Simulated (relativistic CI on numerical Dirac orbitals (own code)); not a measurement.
## V⁵⁺ in a cubic cluster: L2,3 absorption with charge transfer

Computed with a charge-transfer multiplet model of a cubic metal-ligand cluster with up to 2 ligand holes, Slater and spin-orbit integrals from Dirac-Coulomb-Breit ions, Slater integrals scaled by 0.8. The parameters are those of a tetrahedral site (10Dq negative, t2 hopping the larger). The ground state mixes d0 with configurations of k ligand holes L, whose averages lie at kΔ + k(k − 1)U_dd/2; a core hole lowers each added d electron by U_cd. 300 K, Lorentzian 0.4 eV and Gaussian 0.3 eV FWHM.

Atomic integrals in eV (Slater integrals scaled, ζ unscaled), ground: F2dd 8.057, F4dd 5.049, zeta_d 0.024; with the core hole: F2dd 8.057, F4dd 5.049, zeta_d 0.047, zeta_core 4.606, F2cd 5.989, G1cd 4.613, G3cd 2.623. Where a configuration has fewer than two d electrons, the dd integrals are those of d2.

Cluster parameters (eV): Δ = -0.6, U_dd = 4.9, 10Dq = -0.35, 10Dq(ligand) = 0, V(eg) = 1.48, V(t2g) = -2.51, final-state hopping factor = 0.8.

```
         Case   n_d    d0   d1L  d2L2     S
  U_cd = 5 eV  0.99  0.23  0.55  0.22  0.00
U_cd = 6.2 eV  0.99  0.23  0.55  0.22  0.00
U_cd = 7.4 eV  0.99  0.23  0.55  0.22  0.00
```

Weights, n_d and S are thermal averages at 300 K. Photon energies count from the first peak over 30 % of the highest in each spectrum, which can be another peak from case to case. The parameters are a model scan and need not match a compound or its usual spin state. Peaks in eV (height, largest 100):
- U_cd = 5 eV: 0.0 (58), 1.3 (10), 2.2 (9), 3.1 (10), 5.2 (10), 6.9 (100)
- U_cd = 6.2 eV: 0.0 (56), 1.8 (12), 2.9 (13), 4.1 (5), 5.2 (10), 7.0 (100)
- U_cd = 7.4 eV: 0.0 (55), 1.6 (17), 2.7 (17), 3.9 (6), 5.2 (11), 7.0 (100), 9.3 (13), 10.4 (6)

Curve for U_cd = 5 eV (points under 2 left out, the grid thinned):

```json
{"E (eV)": "-2.7", "Intensity": "2.0"}
{"E (eV)": "-1.9", "Intensity": "2.1"}
{"E (eV)": "-1.6", "Intensity": "2.4"}
{"E (eV)": "-1.3", "Intensity": "2.6"}
{"E (eV)": "-1.0", "Intensity": "4.0"}
{"E (eV)": "-0.8", "Intensity": "6.2"}
{"E (eV)": "-0.5", "Intensity": "16.2"}
{"E (eV)": "-0.2", "Intensity": "46.1"}
{"E (eV)": "0.1", "Intensity": "51.4"}
{"E (eV)": "0.4", "Intensity": "22.6"}
{"E (eV)": "0.7", "Intensity": "12.8"}
{"E (eV)": "1.0", "Intensity": "9.9"}
{"E (eV)": "1.3", "Intensity": "9.5"}
{"E (eV)": "1.6", "Intensity": "9.0"}
{"E (eV)": "1.8", "Intensity": "8.5"}
{"E (eV)": "2.1", "Intensity": "8.7"}
{"E (eV)": "2.4", "Intensity": "8.4"}
{"E (eV)": "2.7", "Intensity": "8.1"}
{"E (eV)": "3.0", "Intensity": "10.0"}
{"E (eV)": "3.3", "Intensity": "7.4"}
{"E (eV)": "3.6", "Intensity": "3.9"}
{"E (eV)": "3.9", "Intensity": "3.8"}
{"E (eV)": "4.2", "Intensity": "4.7"}
{"E (eV)": "4.4", "Intensity": "4.7"}
{"E (eV)": "4.7", "Intensity": "5.1"}
{"E (eV)": "5.0", "Intensity": "8.3"}
{"E (eV)": "5.3", "Intensity": "9.8"}
{"E (eV)": "5.6", "Intensity": "8.3"}
{"E (eV)": "5.9", "Intensity": "9.2"}
{"E (eV)": "6.2", "Intensity": "16.0"}
{"E (eV)": "6.5", "Intensity": "36.2"}
{"E (eV)": "6.7", "Intensity": "67.1"}
{"E (eV)": "7.0", "Intensity": "99.1"}
{"E (eV)": "7.3", "Intensity": "47.4"}
{"E (eV)": "7.6", "Intensity": "19.9"}
{"E (eV)": "7.9", "Intensity": "12.1"}
{"E (eV)": "8.2", "Intensity": "8.7"}
{"E (eV)": "8.5", "Intensity": "7.4"}
{"E (eV)": "8.8", "Intensity": "7.2"}
{"E (eV)": "9.1", "Intensity": "6.7"}
{"E (eV)": "9.3", "Intensity": "6.6"}
{"E (eV)": "9.6", "Intensity": "6.4"}
{"E (eV)": "9.9", "Intensity": "5.0"}
{"E (eV)": "10.2", "Intensity": "3.4"}
{"E (eV)": "10.5", "Intensity": "2.3"}
```

A d0 ion has no d-d gap: its lowest excitations are ligand-to-metal charge transfer. With the core hole the configuration with one ligand hole lies at Δ + U_dd − U_cd = -0.7, -1.9, -3.1 eV from the one without, in the order of the table; where this is negative the screened configuration lies lower, though the effective hopping of about 5.1 eV (from the holes of the mixed ground state) mixes the two strongly wherever it is as large as the gap.

With at most 2 ligand holes the space is cut while the next configuration still counts, so covalency is underestimated, and a final configuration with one more ligand hole, which can lie low, is missing from the spectra.
